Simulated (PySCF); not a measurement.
Molfile (atoms numbered from 1):
```
C5H11NOSi2
     RDKit          3D

 20 20  0  0  0  0  0  0  0  0999 V2000
    4.4589    1.4302   -0.0722 C   0  0  0  0  0  0  0  0  0  0  0  0
    3.4091    0.8601    0.1607 C   0  0  0  0  0  0  0  0  0  0  0  0
    1.8546   -0.0525    0.4968 Si  0  0  2  0  0  4  0  0  0  0  0  0
    1.2907   -1.1054   -0.9692 C   0  0  0  0  0  0  0  0  0  0  0  0
   -0.2563   -1.0835   -0.9755 C   0  0  0  0  0  0  0  0  0  0  0  0
   -0.7810    0.6032   -0.2937 Si  0  0  1  0  0  4  0  0  0  0  0  0
   -2.1316    0.5099    0.7729 N   0  0  0  0  0  0  0  0  0  0  0  0
   -3.4520    0.0724    0.3935 C   0  0  0  0  0  0  0  0  0  0  0  0
    0.5629    1.0051    0.6295 O   0  0  0  0  0  0  0  0  0  0  0  0
    5.3817    1.9440   -0.2767 H   0  0  0  0  0  0  0  0  0  0  0  0
    2.0392   -0.8093    1.7673 H   0  0  0  0  0  0  0  0  0  0  0  0
    1.6853   -0.6207   -1.8790 H   0  0  0  0  0  0  0  0  0  0  0  0
    1.6993   -2.1285   -0.9613 H   0  0  0  0  0  0  0  0  0  0  0  0
   -0.6530   -1.8429   -0.2793 H   0  0  0  0  0  0  0  0  0  0  0  0
   -0.6624   -1.3203   -1.9720 H   0  0  0  0  0  0  0  0  0  0  0  0
   -0.9345    1.6218   -1.3823 H   0  0  0  0  0  0  0  0  0  0  0  0
   -2.1080    1.1295    1.5759 H   0  0  0  0  0  0  0  0  0  0  0  0
   -4.0969    0.8720   -0.0210 H   0  0  0  0  0  0  0  0  0  0  0  0
   -3.9870   -0.3752    1.2478 H   0  0  0  0  0  0  0  0  0  0  0  0
   -3.3830   -0.7144   -0.3757 H   0  0  0  0  0  0  0  0  0  0  0  0
  1  2  3  0
  2  3  1  0
  3  4  1  0
  4  5  1  0
  5  6  1  0
  6  7  1  0
  7  8  1  0
  6  9  1  0
  9  3  1  0
  1 10  1  0
  3 11  1  1
  4 12  1  0
  4 13  1  0
  5 14  1  0
  5 15  1  0
  6 16  1  6
  7 17  1  0
  8 18  1  0
  8 19  1  0
  8 20  1  0
M  END
```

Geometry: PBE0-D3(BJ)/def2-SVP; GIAO shifts from PySCF 2.14, gas phase, non-relativistic, averaged over equivalent atoms.

At wB97X-D/pcSseg-1 (222 basis functions, 51 s wall time on 1 thread of an Intel Xeon Platinum 8488C, shared host):
| atoms | δ (ppm) |
| --- | --- |
| C1 | 103.6 |
| C2 | 88.5 |
| C8 | 27.8 |
| C5 | 10.4 |
| C4 | 10.1 |
| Si6 | 2.2 |
| Si3 | -16.9 |
| N7 | 22.7 |
| O9 | 64.4 |
| H16 | 5.14 |
| H11 | 4.87 |
| H18/H19/H20 | 2.50 |
| H10 | 2.36 |
| H13 | 1.02 |
| H15 | 0.99 |
| H12 | 0.85 |
| H14 | 0.44 |
| H17 | 0.30 |

δ = σ(ref) − σ, references computed at the same level: ¹³C (σref 184.54) and ²⁹Si (σref 352.93) and ¹H (σref 31.38) against TMS; NH3 for ¹⁵N (σref 263.98); ¹⁷O (σref 333.19) against H2O.

**Question.** Predict the values at PBE0/pcSseg-1 on the same geometry.

**Answer.** 
```json
{"atoms": "C1", "δ at PBE0/pcSseg-1": "102.8", "change": "-0.8"}
{"atoms": "C2", "δ at PBE0/pcSseg-1": "89.1", "change": "+0.6"}
{"atoms": "C8", "δ at PBE0/pcSseg-1": "27.6", "change": "-0.2"}
{"atoms": "C5", "δ at PBE0/pcSseg-1": "11.3", "change": "+0.9"}
{"atoms": "C4", "δ at PBE0/pcSseg-1": "11.0", "change": "+0.9"}
{"atoms": "Si6", "δ at PBE0/pcSseg-1": "2.6", "change": "+0.4"}
{"atoms": "Si3", "δ at PBE0/pcSseg-1": "-17.0", "change": "-0.1"}
{"atoms": "N7", "δ at PBE0/pcSseg-1": "26.4", "change": "+3.7"}
{"atoms": "O9", "δ at PBE0/pcSseg-1": "70.0", "change": "+5.6"}
{"atoms": "H16", "δ at PBE0/pcSseg-1": "5.28", "change": "+0.14"}
{"atoms": "H11", "δ at PBE0/pcSseg-1": "4.98", "change": "+0.11"}
{"atoms": "H18/H19/H20", "δ at PBE0/pcSseg-1": "2.54", "change": "+0.04"}
{"atoms": "H10", "δ at PBE0/pcSseg-1": "2.36", "change": "+0.00"}
{"atoms": "H13", "δ at PBE0/pcSseg-1": "1.10", "change": "+0.08"}
{"atoms": "H15", "δ at PBE0/pcSseg-1": "1.08", "change": "+0.09"}
{"atoms": "H12", "δ at PBE0/pcSseg-1": "0.93", "change": "+0.08"}
{"atoms": "H14", "δ at PBE0/pcSseg-1": "0.48", "change": "+0.04"}
{"atoms": "H17", "δ at PBE0/pcSseg-1": "0.32", "change": "+0.02"}
```

Chemical shifts δ = σref − σ; ¹³C (σ = 184.41 ppm), ²⁹Si (σ = 351.99 ppm), ¹H (σ = 31.27 ppm) vs TMS; ¹⁵N (σ = 265.67 ppm) against NH3; ¹⁷O (σ = 334.56 ppm) against H2O, all at this level.

The largest change is at O9 (oxygen bonded to 2 Si, in a 5-membered ring). Cost: 222 basis functions, 42 s wall time on 1 thread of an Intel Xeon Platinum 8488C, shared host. The order of the carbon signals is the same at both levels.

Experimental scales use liquid or dissolved standards, which lie at an offset from isolated NH3 (liquid NH3: subtract about 20 ppm) and H2O (liquid H2O: subtract about 36 ppm).
